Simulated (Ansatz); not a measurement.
System: InBr, charge 0, multiplicity 1. SMILES: [Br][In]
Geometry: optimised at B3LYP-D3(BJ)/def2-TZVP (Ansatz, a quantum-chemistry and plane-wave program).

Wanted: vertical triplet-singlet gap, E(triplet) - E(singlet), in eV. Conventions: each state is the SCF solution reached for its charge and spin; spin-orbit terms left out; LANL2DZ with its own core potentials from Na on; def2 sets with scalar-relativistic core potentials past Kr; open shells spin-unrestricted. First-principles rows: single points at B3LYP-D3(BJ) geometries (Ansatz). Levels can end on unlike triplets.

| species | coefficient | E at B3LYP/LANL2DZ (Ansatz), Eh | E at wB97M-V/def2-TZVPD (Ansatz), Eh |
|---|---|---|---|
| charge 0, triplet | +1 | -15.00353 | -2764.05661 |
| charge 0, singlet | -1 | -15.11806 | -2764.18152 |

 1 Eh = 27.2114 eV.

Problem. Work the quantity out at each level.

Solution. 
- B3LYP/LANL2DZ: the sum of coefficient times E is 0.11453 Eh, or 3.117 eV. Result: 3.12 eV.
- wB97M-V/def2-TZVPD: the sum of coefficient times E is 0.12491 Eh, or 3.399 eV. Result: 3.40 eV.
